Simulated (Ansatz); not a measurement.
`C[Si](C)(F)C#N` + H₂Se → `C[Si](C)(F)[SeH]` + `C#N` at 400 K and 1 bar (ligand exchange at the Si–C bond).

Isolated molecules relaxed with PBE0-D4/def2-TZVP in Ansatz; ΔE leaves out vibrations. CBS: MP2 limit from def2 TZ/QZ plus the TZ coupled-cluster correction, frozen cores. This one scheme is used for every species. For Se outer-core shells are correlated without core-valence functions, which leaves a few kJ/mol of doubt a bond. Scalar relativity is left out up to krypton. One conformer a species, not always the lowest.

```json
{"species": "`C[Si](C)(F)C#N`", "CCSD(T)/CBS energy (Eh)": "-561.44132", "H − E (kJ/mol)": "263.2", "S (J/(mol·K))": "411.1"}
{"species": "H₂Se", "CCSD(T)/CBS energy (Eh)": "-2401.89790", "H − E (kJ/mol)": "49.4", "S (J/(mol·K))": "229.5"}
{"species": "`C[Si](C)(F)[SeH]`", "CCSD(T)/CBS energy (Eh)": "-2870.02560", "H − E (kJ/mol)": "263.1", "S (J/(mol·K))": "428.0"}
{"species": "`C#N`", "CCSD(T)/CBS energy (Eh)": "-93.32098", "H − E (kJ/mol)": "56.1", "S (J/(mol·K))": "211.9"}
```

H − E and S are ideal-gas, rigid-rotor, harmonic terms from PBE0-D4/def2-TZVP, for one conformer and one mirror image of each species. 1 Eh = 2625.50 kJ/mol, R = 8.31446 J/(mol·K).

Problem. By hand: ΔE, ΔH, ΔS and ΔG.

Solution. ΔE = (-2870.02560) + (-93.32098) − (-561.44132) − (-2401.89790) = -0.00736 Eh = -19.3 kJ/mol. Δ(H − E) = 263.1 + 56.1 − 263.2 − 49.4 = 6.6, so ΔH = -12.7 kJ/mol. ΔS = 428.0 + 211.9 − 411.1 − 229.5 = -0.7 J/(mol·K). ΔG = -12.7 − 400 × (-0.7)/1000 = -12.4 kJ/mol.

Problem. By hand: the equilibrium constant, and the temperature at which ΔG would vanish if ΔH and ΔS stayed fixed.

Solution. log₁₀ K = −ΔG/(RT ln 10) = 1.6. ΔG = 0 at ΔH/ΔS = 18143 K, far beyond where these terms or the molecules hold.

The number of gas molecules stays the same, so ΔS is small and ΔH decides. A doubt of 5 kJ/mol in ΔE shifts log₁₀ K by 0.7 here. Other conformers and mirror images would add mixing entropy, several J/(mol·K) or more a flexible species. These are equilibria of isolated gas molecules and say nothing of rates. Largest T1 diagnostic: 0.014 (customary marks: 0.02 for closed shells, 0.045 for open ones).
